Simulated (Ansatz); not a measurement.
Species: H₄InNS₂, SMILES `[NH2][In]([SH])[SH]` (charge 0, multiplicity 1).

Problem. Give a relaxed geometry from B3LYP-D3(BJ)/def2-TZVP (Ansatz, a first-principles code).

Solution. Several could match; the one computed here: the end point of this relaxation, one of several conformers (outside a Z-matrix the atoms follow the SMILES, hydrogens last).
Cartesian coordinates (Å) in one orientation:
```xyz
8

N     -1.619    -0.734     0.601
In     0.295    -0.066     0.441
S      2.093    -1.654     0.361
S      0.806     2.281     0.559
H     -2.339    -0.108     0.267
H     -1.795    -1.661     0.237
H      3.043    -0.704     0.392
H     -0.483     2.645     0.682
```
